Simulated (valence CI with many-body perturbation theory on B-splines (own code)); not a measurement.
**Pt45+: key properties**

Computed by relativistic CI+MBPT: five valence electrons over a frozen Dirac-Fock core [Ar] 3d10, a basis of 9 s, 9 p, 8 d, 6 f, 3 g, 1 h functions for each j, with the one-electron correlation potential Σ1 (screened to all orders), the two-electron term Σ2, the three-electron term Σ3, Breit, model QED; selected single and double excitations, second order for the rest (own B-spline code, finite nucleus).

The last digits are not significant, and no measured levels were compared; by estimate large intervals hold to a few tenths of a per cent, small ones and those within an open d or f shell to about a per cent. Among the levels kept, up to 360 cm⁻¹ of a level comes from second order outside the variational space, and about a tenth of that is noise between levels of different J, which matters for small intervals.

Levels are named by their leading jj configuration (3d3/2^4 stands for four electrons in 3d with j = 3/2), which in mixed levels can hold well under half, so a name can repeat and another be missing.

Rates and lifetimes use the calculated energies. Strong lines usually hold to 10 to 20 %, long lifetimes can be off by a factor of two.

Q: What is the ground level?

A: (4s^2 4p1/2^2 4p3/2) J=3/2, composition 47 % 4s²4p³ ²P° + 27 % 4s²4p³ ²D° + 26 % 4s²4p³ ⁴S°, g = 1.356.

Q: What is the ionisation energy?

A: 2351.8 eV; NIST lists 2350 ± 4 eV (theoretical).

Q: What are the static dipole polarisabilities of the lowest levels?

A: (4s^2 4p1/2^2 4p3/2) J=3/2 0.0262 (tensor 0.0017) bohr³, of which the core gives 0.00160.

Q: Name the longest-lived excited levels whose lifetime is computed, and their main decay.

A: (4s^2 4p1/2 4p3/2 4d5/2) J=9/2 at 320.67 eV lives 2.26 μs, mostly by E2 to (4s^2 4p1/2^2 4d5/2) J=5/2; (4s^2 4p1/2 4p3/2^2) J=5/2 at 125.69 eV lives 271 ns, mostly by M1 to (4s^2 4p1/2^2 4p3/2) J=3/2; (4s^2 4p1/2 4p3/2^2) J=1/2 at 133.12 eV lives 90.9 ns, mostly by M1 to (4s^2 4p1/2^2 4p3/2) J=3/2.

Q: Where does the other parity begin?

A: At (4s^2 4p1/2^2 4d3/2) J=3/2, 168.32 eV.
